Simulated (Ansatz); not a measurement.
**Worked example: KBr + SiH2(CH3)(NH2) → KNH2 + SiH2(CH3)Br**

Species: KBr, singlet; SiH2(CH3)(NH2), singlet; KNH2 `[NH2][K]`, singlet; SiH2(CH3)Br, singlet. The partners trade Br for NH2: K–Br and Si–NH2 bonds give way to K–NH2 and Si–Br.

Shapes, held fixed at every level: PBE0-D4/def2-TZVP. Flexible molecules stand in one conformer, not always the lowest. Programs: Ansatz 0.2.0. The zero-point and thermal change to 298 K, harmonic and unscaled (PBE0-D4/def2-TZVP), is -7.4 kJ/mol.

At CCSD(T)/def2-TZVPP; 1 Eh = 2625.50 kJ/mol:

```
       species   energy (Eh)
           KBr  -3172.127845
SiH2(CH3)(NH2)   -386.002384
          KNH2   -655.194821
   SiH2(CH3)Br  -2902.854605
```

**Question.** Work out ΔH(298 K) of the reaction at this level.

**Answer.** 
1. Products less reactants: (-655.194821) + (-2902.854605) − [(-3172.127845) + (-386.002384)] = 0.080803 Eh = +212.1 kJ/mol.
2. With the thermal change: +212.1 + (-7.4) = +204.7 kJ/mol.

Other levels give +201.4 (MP2/def2-TZVPP) to +256.4 kJ/mol (HF/def2-SVP). No measured value is set beside it here. Relativity is left out for Br. Outer-core shells of Br, K are correlated in most correlated rows, in sets that cover them unevenly. The median of the other levels is +220.9 kJ/mol.
